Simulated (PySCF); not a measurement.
## Electronic structure of Ga (gallium, neutral) at the PBE0 level

Configuration: [Ar] 3d10 4s2 4p1, 2P determinant. Computed with PySCF 2.14 in aug-cc-pVDZ-PP with ECP10MDF (5s4p3d, 32 functions), with a scalar-relativistic core potential.

```
Total energy                                                  : -259.4021 hartree
One-electron energy                                           : -462.8907 hartree
Hartree (Coulomb) energy                                      : 226.2751 hartree
Exchange-correlation energy                                   : -22.7865 hartree
⟨S²⟩                                                          : 0.7534
⟨L²⟩                                                          : 2.010
Sum of ⟨r⟩                                                    : 21.56 bohr
Sum of ⟨r²⟩                                                   : 39.31 bohr²
Traceless quadrupole moment −½Σ⟨3z² − r²⟩ along its main axis : -5.46 e·bohr²
Time after the integrals                                      : 0.34 s of wall time on 1 thread of Neoverse-V1 (shared host)
```

```
shell  electrons  mean orbital energy (eV)  spread (eV)  rms radius, mean of both spins (bohr)
 3s α          1                   -155.40            0                                  0.702
 3s β          1                   -155.38            0                                  0.702
 3p α          3                   -105.19        0.195                                  0.740
 3p β          3                   -105.16        0.295                                  0.740
 3d α          5                   -22.791        0.229                                  0.909
 3d β          5                   -22.738        0.332                                  0.909
 4s α          1                   -10.159            0                                   2.56
 4s β          1                    -9.347            0                                   2.56
 4p α          1                    -3.737            0                                   3.70
```

Energies and moments cover only the electrons outside the core potential.
